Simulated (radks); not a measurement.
Values are calculated unless marked as measured or tabulated.
Species: Ir13+. Configuration: [Kr] 4d10 4f14 5s1 5p3 (not the ground configuration).

Code: a radial shooting solver on a logarithmic mesh with Libxc functionals. Model: non-relativistic Kohn-Sham, PBE, spin-polarised, spherical densities, point nucleus; open shells are filled with parallel spins first (spin-orbit coupling, left out, can overturn this in heavy ions); relativity is left out, which matters for an element this heavy.

Energy parts (eV):
| part | energy |
|---|---|
| total | -455945.95 |
| kinetic | 455845.43 |
| electron-nucleus | -1069842.37 |
| Hartree | 166731.35 |
| exchange-correlation | -8680.35 |

Orbitals (lengths in bohr, moments of r in powers of bohr; <r^-3> diverges for s and p1/2):
orbital  occ.  eigenvalue (eV)      <r^2>  <r^-3>       <r^4>  <1/r>
1s up       1        -69520.59  0.0005168       -   6.731e-07  76.45
1s down     1        -69519.98  0.0005168       -   6.730e-07  76.45
2s up       1        -11742.47   0.008058       -   0.0001089  17.97
2s down     1        -11742.14   0.008058       -   0.0001089  17.97
2p up       3        -11286.89   0.005949   16090  0.00006830  18.01
2p down     3        -11286.39   0.005950   16090  0.00006830  18.01
3s up       1        -2910.408    0.05012       -    0.003737  6.944
3s down     1        -2910.059    0.05011       -    0.003736  6.944
3p up       3        -2697.013    0.04621    3481    0.003315  6.897
3p down     3        -2696.588    0.04621    3481    0.003315  6.897
3d up       5        -2299.170    0.03572   618.0    0.002224  6.826
3d down     5        -2298.747    0.03572   618.0    0.002223  6.826
4s up       1        -794.9894     0.2419       -     0.08418  3.023
4s down     1        -794.1216     0.2414       -     0.08365  3.025
4p up       3        -703.9005     0.2489   812.2     0.09129  2.935
4p down     3        -702.9509     0.2482   813.3     0.09051  2.937
4d up       5        -536.9094     0.2638   126.7      0.1095  2.750
4d down     5        -535.8018     0.2623   127.2      0.1078  2.756
4f up       7        -314.3729     0.3067   26.98      0.1802  2.405
4f down     7        -312.8300     0.3005   27.30      0.1717  2.419
5s up       1        -301.5658      1.070       -       1.572  1.360
5s down     0        -294.7055      1.069       -       1.575  1.364
5p up       3        -269.3009      1.180   181.1       1.928  1.287
5p down     0        -262.4106      1.183   181.9       1.945  1.288

The highest occupied level is 5p up at -269.30 eV. The configuration is held as typed, so some empty levels lie below it. The density falls to 0.001 e/bohr^3 at r = 2.12 bohr. The electron density at the nucleus is 3.272e+05 e/bohr^3.
